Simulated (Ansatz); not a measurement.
Job for Ansatz (an electronic-structure program): R-B3LYP/def2-TZVPP on ClGaH2 (SMILES [Cl][GaH2]), a point of a bond scan (R = 2.166 Å).

Ansatz 0.2 input:
```yaml
crystal:
  periodic: [false, false, false]
  atoms:
    - {symbol: Ga, position_ang: [-0.00289679, -0.23188832, -0.67116797]}
    - {symbol: H, position_ang: [-1.40910429, -0.31184703, -1.33456264]}
    - {symbol: H, position_ang: [1.39793515, -0.58224349, -1.25325605]}
    - {symbol: Cl, position_ang: [0.00593939, 0.47544872, 1.37611916]}
basis:
  gaussian:
    orbitals: def2-TZVPP
    pivot_positions_ang: [[-0.00289679, -0.23188832, -0.67116797], [-1.40910429, -0.31184703, -1.33456264], [1.39793515, -0.58224349, -1.25325605], [0.00593939, 0.47544872, 1.37611916]]
hamiltonian:
  xc: {name: B3LYP}
scf: {lower_state_search: off}
output: {orbitals: {seedname: ./end}}
```

Output:

```
WARN ansatz: RAYON_NUM_THREADS=1 ignored (pool sized by the plan → 1); use --threads N
Functional definition: B3LYP
these checks for a lower state are left out or cut short: stability, starts, cluster_reference, orbital_swaps, neighbouring_geometries, increment
integrals: 0.04 GiB planned
834 factors; their error is unknown
mean field: 0.39 GiB planned
mean field evaluation 1: about -64935.2571 eV, gradient 2.9e1 eV
mean field evaluation 2: about -64934.4909 eV, gradient 4.2e1 eV
mean field evaluation 4: about -64936.4515 eV, gradient 7.3e-1 eV
mean field evaluation 8: about -64936.6241 eV, gradient 1.2e-1 eV
mean field evaluation 16: about -64936.6241 eV, gradient 4.9e-6 eV
mean field -64936.62412553 eV, -2386.3769209886 hartree, gradient 4.9e-6 eV, S^2 0.000000; 0 other end points of the search recorded, 0 dependent functions left out
reference -64936.62434675 eV, -2386.3769291181 hartree; 25, 25 occupied and 93, 93 virtual orbitals, 834 factors
Total energy: -64936.62434675 eV, -2386.3769291181 hartree
Checks for a lower state left out: stability, starts, cluster_reference, orbital_swaps, neighbouring_geometries, increment
```

The calculation finished and met its thresholds.

Cost: roughly 2.8 core-seconds.
